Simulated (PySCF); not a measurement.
Al(H)(Cl)(NMe2) (C₂H₇AlClN), SMILES [AlH]([N](C)C)[Cl].

Geometry optimised at B3LYP-D3(BJ)/def2-SVP. The structure was generated by enumeration; whether it is a known compound was not checked. Other conformers were not sampled.

Method: C-PCM-ωB97X/def2-SVP in PySCF.

The values are the electrostatic part of the solvation free energy, E(continuum) − E(gas) at the gas-phase geometry, in a cavity of scaled van der Waals radii (PySCF's table); cavitation and dispersion terms are not included. A continuum can't describe solvent molecules that bind to the metal. In vacuum the orbital gap is 10.42 eV. The dipole moment in vacuum is 2.07 D.

Problem. Estimate the values in water (ε = 78.36), diethylether (ε = 4.24), ethylethanoate (ε = 5.99). (An estimate is asked for; the answer gives what the named calculation found.)

Solution. 
| solvent | ε | ΔG(elec) (kcal/mol) | dipole (D) | gap (eV) |
|---|---|---|---|---|
| water | 78.36 | -3.8 | 2.47 | 10.57 |
| diethylether | 4.24 | -2.9 | 2.37 | 10.53 |
| ethylethanoate | 5.99 | -3.2 | 2.40 | 10.54 |
